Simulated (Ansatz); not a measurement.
Reaction (cleavage of the Ge–Ge bond): digermane + `OB(O)O` → `OB(O)[O][GeH3]` + GeH₄

Gas-phase electronic energies from Ansatz, PBE0-D4/def2-TZVP geometries. CCSD(T)/CBS is the MP2 limit (def2-TZVPP, def2-QZVPP) plus CCSD(T) − MP2 in def2-TZVPP, frozen cores. This one scheme is used for every species. Functionals use def2-TZVPP. B3LYP here is the variant with VWN-RPA as its local correlation; programs differ in this. For Ge outer-core shells are correlated without core-valence functions, which leaves a few kJ/mol of doubt a bond. Scalar relativity is left out up to krypton. One conformer a species, not always the lowest.

`[GeH3][GeH3]`:

Cartesian coordinates in Å:
```
Ge -1.176 -0.150 0.245
Ge 1.176 0.150 -0.245
H -1.570 0.659 1.491
H -2.032 0.325 -0.940
H -1.481 -1.634 0.507
H 1.565 -0.647 -1.500
H 2.033 -0.341 0.933
H 1.485 1.636 -0.491
```

`OB(O)O`:

Cartesian coordinates in Å:
```
O 0.818 -1.067 -0.239
B 0.000 0.000 0.000
O 0.226 1.189 -0.633
O -1.044 -0.122 0.872
H 1.513 -0.858 -0.868
H -0.413 1.860 -0.383
H -1.099 -1.002 1.251
```

`OB(O)[O][GeH3]`:

Cartesian coordinates in Å:
```
O -0.351 -0.690 -1.431
B -0.629 -0.831 -0.097
O -1.461 -1.841 0.306
O -0.081 0.027 0.802
Ge 1.015 1.371 0.348
H -0.793 -1.350 -1.969
H -1.582 -1.842 1.258
H 2.263 0.789 -0.328
H 0.262 2.335 -0.579
H 1.358 2.032 1.689
```

GeH₄:

```xyz
5

Ge    0.000    0.000    0.000
H     0.815    0.658   -1.121
H     0.617   -1.360    0.350
H    -1.446   -0.200   -0.470
H     0.014    0.902    1.241
```

(1) Is it downhill or uphill in electronic energy at CCSD(T)/CBS, and by how much? (Best estimate.)

(2) What do these levels give: PBE-D4, r2SCAN-D4, ωB97X-V, r2SCAN, B3LYP, HF/def2-TZVPP, MP2/def2-TZVPP, SCS-MP2/def2-TZVPP, HF/def2-QZVPP, SCS-MP2/def2-QZVPP, HF/CBS(def2), MP2/CBS(def2)? (An estimate is asked.)

Largest T1 diagnostic among the species: 0.012.

Answers

(1) Computed: Uphill: ΔE = +0.05 eV.

(2) Computed: PBE-D4 0.17, r2SCAN-D4 0.06, ωB97X-V -0.01, r2SCAN 0.07, B3LYP 0.06, HF/def2-TZVPP -0.15, MP2/def2-TZVPP -0.01, SCS-MP2/def2-TZVPP -0.08, HF/def2-QZVPP -0.16, SCS-MP2/def2-QZVPP -0.06, HF/CBS(def2) -0.17, MP2/CBS(def2) 0.04 eV.

In def2-TZVPP, CCSD(T) changes the Hartree–Fock value by +0.15 eV (the triples alone add +0.00 eV) and MP2 by +0.14 eV.
